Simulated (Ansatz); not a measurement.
Isolated molecules relaxed with PBE0-D4/def2-TZVP in Ansatz; ΔE leaves out vibrations. CCSD(T)/CBS adds triple-zeta CCSD(T) − MP2 to the extrapolated MP2 energy (def2 sets, frozen cores). This one scheme is used for every species. Functionals use def2-TZVPP. B3LYP here is the variant with VWN-RPA as its local correlation; programs differ in this. One conformer a species, not always the lowest.

Reaction (ligand exchange at the Si–N bond): `N[SiH2]N[SiH](N)F` + `N[SiH](N)Cl` → `N[Si@H](F)N[Si@@H](N)Cl` + `N[SiH2]N`

`N[SiH2]N[SiH](N)F`:

```xyz
14

N     1.477    0.978    0.900
Si    0.447    1.409   -0.418
N    -0.122   -0.016   -1.205
Si   -1.014   -1.319   -0.544
N    -0.726   -1.310    1.120
F    -2.595   -1.194   -0.771
H     2.370    0.550    0.711
H     1.553    1.626    1.670
H     1.107    2.199   -1.496
H    -0.624    2.224    0.209
H     0.077   -0.068   -2.193
H    -0.673   -2.553   -1.290
H     0.060   -0.807    1.503
H    -1.337   -1.720    1.802
```

`N[SiH](N)Cl`:

Cartesian coordinates in Å:
```
N 1.411 -0.010 0.336
Si -0.087 -0.304 -0.410
N -1.299 0.358 0.576
Cl 0.130 0.521 -2.300
H 2.259 0.041 -0.202
H 1.571 -0.270 1.295
H -0.494 -1.706 -0.664
H -2.255 0.058 0.475
H -1.235 1.312 0.895
```

`N[Si@H](F)N[Si@@H](N)Cl`:

```xyz
14

N     2.456    0.910    0.874
Si    0.851    0.974    0.311
F     0.140    2.069    1.238
N     0.169   -0.586    0.487
Si   -1.096   -1.311   -0.407
N    -2.242   -0.118   -0.777
Cl   -0.511   -2.066   -2.237
H     2.919    1.753    1.171
H     3.107    0.248    0.485
H     0.612    1.431   -1.073
H     0.558   -1.146    1.235
H    -1.539   -2.496    0.364
H    -2.822   -0.168   -1.597
H    -2.603    0.506   -0.075
```

`N[SiH2]N`:

```xyz
9

N     1.201   -0.277    0.781
Si   -0.013    0.541   -0.104
N    -1.179   -0.604   -0.612
H     0.983   -0.812    1.605
H     2.146    0.069    0.792
H     0.752    1.251   -1.171
H    -0.822    1.558    0.631
H    -2.139   -0.332   -0.742
H    -0.928   -1.395   -1.181
```

| level | ΔE (kJ/mol) | difference from CCSD(T)/CBS |
| --- | --- | --- |
| PBE-D4 | 9.0 | 2.7 |
| r2SCAN-D4 | 7.2 | 0.9 |
| PBE0-D4 | 7.8 | 1.5 |
| B3LYP-D4 | 7.4 | 1.1 |
| ωB97X-V | 6.7 | 0.4 |
| ωB97M-V | 7.2 | 0.9 |
| B2PLYP | 6.4 | 0.1 |
| PBE | 8.2 | 1.9 |
| r2SCAN | 7.2 | 0.9 |
| PBE0 | 7.2 | 0.9 |
| B3LYP | 6.0 | -0.3 |
| HF/def2-TZVPP | 1.4 | -4.9 |
| MP2/def2-TZVPP | 6.8 | 0.5 |
| SCS-MP2/def2-TZVPP | 5.4 | -0.9 |
| CCSD/def2-TZVPP | 5.6 | -0.7 |
| CCSD(T)/def2-TZVPP | 6.6 | 0.3 |
| HF/def2-QZVPP | 0.9 | -5.4 |
| MP2/def2-QZVPP | 6.5 | 0.2 |
| SCS-MP2/def2-QZVPP | 5.1 | -1.2 |
| HF/CBS(def2) | 0.8 | -5.5 |
| MP2/CBS(def2) | 6.6 | 0.3 |
| CCSD/CBS(def2) | 5.3 | -1.0 |
| CCSD(T)/CBS | 6.3 | 0 |

Largest T1 diagnostic among the species: 0.011.

In def2-TZVPP, CCSD(T) changes the Hartree–Fock value by +5.3 kJ/mol (the triples alone add +1.0 kJ/mol) and MP2 by +5.5 kJ/mol.
